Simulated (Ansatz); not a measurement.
CH6BClSi2, SMILES `ClC1[SiH2]B[SiH2]1`, relaxed with RKS PBE-D4/def2-SVP in the Gaussian-basis code of Ansatz from a rough embedded geometry. The force threshold is 0.03 eV/Å; the program also tests the step.

The species carries charge 0 and has multiplicity 1.

Start:

```xyz
11

Cl   -2.443   -0.365    0.314
C    -0.767   -0.603    0.584
Si    0.112   -0.841   -1.003
B     1.144    0.732   -0.710
Si    0.115    0.982    0.957
H    -0.572   -1.403    1.337
H    -0.743   -0.827   -2.178
H     1.011   -2.086   -0.944
H     1.944    1.392   -1.349
H     0.984    0.871    2.097
H    -0.785    2.148    0.897
```

(1) By how much does the energy fall, and how many steps does the optimiser take? (Best estimate.)

(2) Which bonds change most? (Best estimate.)

(3) Give the relaxed structure. (Best estimate.)

Answers

(1) The calculation gave: 1.13 eV, in 28 steps, 1 of them rejected.

(2) Computed: B4–H11 from 2.882 to 1.365 Å; Si5–H11 from 1.474 to 1.731 Å; C2–Si3 from 1.830 to 1.971 Å; Si3–B4 from 1.904 to 2.026 Å.

(3) Computed: 
```xyz
11

Cl   -2.493   -0.630    0.971
C    -0.718   -0.772    0.731
Si    0.036   -0.715   -1.088
B     1.206    0.855   -0.567
Si    0.411    0.674    1.176
H    -0.368   -1.702    1.231
H    -1.080   -0.462   -2.067
H     0.696   -2.026   -1.431
H     2.100    1.518   -1.038
H     0.064    1.613    2.313
H     0.147    1.648   -0.230
```
